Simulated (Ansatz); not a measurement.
A nudged elastic band was laid between two geometries of H$_{2}$O$_{2}$SSe (6 atoms, charge 0, multiplicity 1).

The calculation used RKS PBE0-D4/def2-SVP in Ansatz 0.2.0.

* movable images: 7
* climbing image: yes
* spring: 5.0 eV/Å²
* optimiser: quadratic models (default)
* start path: through a guess of the saddle point
* force threshold: 0.03 eV/Å
* iteration limit: 33
* end points: relaxed

First end point:

```xyz
6
Properties=species:S:1:pos:R:3
O -0.319 1.889 -0.289
Se 0.984 0.750 -0.708
O 0.913 -0.377 0.716
S -0.427 -1.385 0.858
H -1.146 1.508 -0.617
H -0.004 -2.384 0.041
```

Last end point:

```xyz
6
Properties=species:S:1:pos:R:3
O -0.708 1.624 -0.762
Se 0.786 0.653 -0.784
O 0.558 -0.349 0.710
S -0.492 -1.672 0.659
H -0.573 2.352 -0.140
H 0.429 -2.608 0.317
```

What changes between the two ends?

No bond is made or broken. The dihedral H5–O1–Se2–O3 goes from -86 to 81°.

What energy profile does the band end with?

The forces met the threshold. The highest image is number 4 of 0 to 8, 0.34 eV above the ends, which have the same energy within 2 meV. A vibrational analysis at the climbing image gives one clearly imaginary mode, 553i cm⁻¹: a first-order saddle point.

| image | path coordinate (Å) | energy (eV) | dihedral H5–O1–Se2–O3 (°) |
| --- | --- | --- | --- |
| 0 | 0.00 | 0.00 | -86 |
| 1 | 0.30 | 0.01 | -84 |
| 2 | 0.59 | 0.08 | -65 |
| 3 | 0.89 | 0.24 | -37 |
| 4 | 1.18 | 0.34 | -5 |
| 5 | 1.48 | 0.24 | 27 |
| 6 | 1.78 | 0.08 | 56 |
| 7 | 2.07 | 0.01 | 75 |
| 8 | 2.37 | 0.00 | 81 |

What is the geometry of the highest image?


```xyz
6
Properties=species:S:1:pos:R:3:forces:R:3
O -0.343 1.888 -0.766 0.00 0.00 0.00
Se 1.019 0.699 -0.730 0.00 0.00 0.00
O 0.572 -0.249 0.744 0.00 0.00 0.00
S -0.567 -1.499 0.621 0.00 0.00 0.00
H -0.957 1.633 -0.061 0.00 0.00 0.00
H 0.276 -2.471 0.192 0.00 0.00 0.00
```

What are the harmonic wavenumbers there?

553i, 61, 177, 241, 292, 579, 655, 702, 994, 1027, 2667, 3840 cm⁻¹.

Time of the run: 7.1 min on 1 thread of Intel(R) Xeon(R) Processor @ 2.50GHz (Skylake/Cascade Lake), with other jobs on the host, peak memory 0.2 GiB.
